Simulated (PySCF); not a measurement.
What settings do to a single point of [WCl6]−

The sound run of [WCl6]− (doublet) uses PySCF 2.14.0, UKS r2SCAN, W def2-SVP with ECP60, Cl def2-SVP; non-relativistic Hamiltonian with scalar-relativistic core potentials where named; density fitting; no spin-orbit coupling, grid (50, 194), threshold 1e-8 Eh and 55 cycles, at the relaxed geometry:

```xyz
7

W     0.0000    0.0000    0.0000
Cl   -0.0002   -0.0015    2.3420
Cl    0.0002    0.0015   -2.3420
Cl    2.3701    0.0000    0.0002
Cl    0.0000    2.3701    0.0016
Cl   -2.3701    0.0000   -0.0002
Cl    0.0000   -2.3701   -0.0016
```

There W1 has a Mulliken charge of 0.85 e and the dipole about the centre of mass is 0.00 D. Each run below changes one thing and starts from free metal ions and neutral atoms unless it says otherwise; with 55 cycles, smearing, a level shift and second-order steps follow where DIIS fails, and their cycles count. Energy shifts count from the sound run.

```json
{"change": "start from the bare core Hamiltonian, limit 82 cycles", "outcome": "converged", "cycles": "16", "energy shift (eV)": "0.0000", "largest force component (eV/Å)": "0.02", "charge on W1 (e)": "0.85", "dipole about the centre of mass (D)": "0.00"}
{"change": "cycle limit 8", "outcome": "not converged", "cycles": "8", "energy shift (eV)": "–", "largest force component (eV/Å)": "–", "charge on W1 (e)": "–", "dipole about the centre of mass (D)": "–"}
```

Problem. One further run converged with energy shift (eV) -0.35, largest force component (eV/Å) 0.04, charge on W1 (e) 0.86, dipole about the centre of mass (D) 0.00. Which change was it?
A. grid (40, 110)
B. threshold 1e-06
C. all coordinates × 0.94

Solution. A.

Problem. And the other changes listed?

Solution. 
```tsv
change	outcome	cycles	energy shift (eV)	largest force component (eV/Å)	charge on W1 (e)	dipole about the centre of mass (D)
threshold 1e-06	converged	17	0.0000	0.02	0.85	0.00
all coordinates × 0.94	converged	15	1.34	3.99	0.76	0.00
```

Started from ions, an open shell can land on another state than the sound run's, and that then enters the shifts.

Forces carry noise of the integration grid, about 0.01 to 0.03 eV/Å.

No frequency check is given that shows the relaxed geometry to be a minimum. Open shells may have lower solutions than the one found. No other spin state of this charge was computed.
